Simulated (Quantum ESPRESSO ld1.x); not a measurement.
Results of a calculation; reference values are marked as such.
Nd+, configuration [Kr] 4d10 4f4 5s2 5p4 6s1 5f2 (not the ground configuration). Code: ld1.x of Quantum ESPRESSO 7.5. Model: Dirac Kohn-Sham, BLYP, spin-unpolarised, spherical densities, point nucleus; open shells fill j = l - 1/2 first.

X-ray form factor f0, the Fourier transform of the density (f0(0) = 59):

sin(theta)/lambda (1/angstrom),f0 (electrons)
0.05,57.102
0.1,54.111
0.15,51.249
0.2,48.273
0.25,45.259
0.3,42.331
0.4,37.037
0.5,32.623
0.6,28.953
0.8,23.314
1,19.525
1.25,16.501
1.5,14.290
2,10.465
